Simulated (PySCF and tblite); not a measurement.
The numbers below are computed, except where a source is named.
Dynamics report: rotation

System: C₈H₁₁ (charge +1), numbered as in [CH2:1]=[CH:2][C+:3]1[CH2:4][CH:5]=[C:6]([CH3:7])[CH2:8]1.

Motion: rotation about the C2–C3 bond (torsion C1–C2–C3–C4 from -180° to 1°, rising). Level: PBE0/pcSseg-1 + D3(BJ) on GFN2-xTB stationary points, with GFN2-xTB thermal terms. Rates follow Eyring's equation with the number of equivalent paths and no tunnelling. Programs: tblite and PySCF.

| point | symmetry | E(GFN2) kcal/mol | E(DFT) kcal/mol | ZPE change kcal/mol | lowest mode cm⁻¹ |
| --- | --- | --- | --- | --- | --- |
| start | Cs | 0.0 | 0.0 | 0.00 | 80 |
| saddle | C1 | 9.5 | 15.0 | -0.95 | 210i |
| end | Cs | 0.0 | 0.1 | 0.00 | 79 |

- Electronic barrier: 15.0 kcal/mol
- Barrier with zero-point energy: 14.0 kcal/mol
- ΔH‡ (298 K): 13.7 kcal/mol
- ΔS‡ (298 K, symmetry apart): -2.0 cal/(mol K)
- Paths: 2 equivalent paths
- End point: a different minimum
- Mean lifetime of the start against this motion at 298 K: 2.6 ms
- Cost: 97 s on 1 thread of Arm Neoverse V1, on a host shared with other jobs (rough), peak memory 0.87 GiB, launched as `OMP_NUM_THREADS=1 python ens_run.py task.json out`

| T/K | ΔG‡ kcal/mol | k s⁻¹ | ΔG kcal/mol | k back s⁻¹ |
| --- | --- | --- | --- | --- |
| 150 | 14.1 | 1.7×10⁻⁸ | 0.1 | 2.4×10⁻⁸ |
| 200 | 14.2 | 0.0027 | 0.1 | 0.0036 |
| 250 | 14.2 | 3.6 | 0.1 | 4.7 |
| 298 | 14.3 | 387 | 0.1 | 488 |
| 350 | 14.4 | 1.4×10⁴ | 0.1 | 1.8×10⁴ |
| 400 | 14.5 | 1.9×10⁵ | 0.2 | 2.4×10⁵ |
| 500 | 14.8 | 7.4×10⁶ | 0.2 | 8.9×10⁶ |

ΔG and ΔG‡ leave out symmetry numbers and mirror images; rates count paths: 2 out, 2 back.

The ion is treated without a counter-ion.
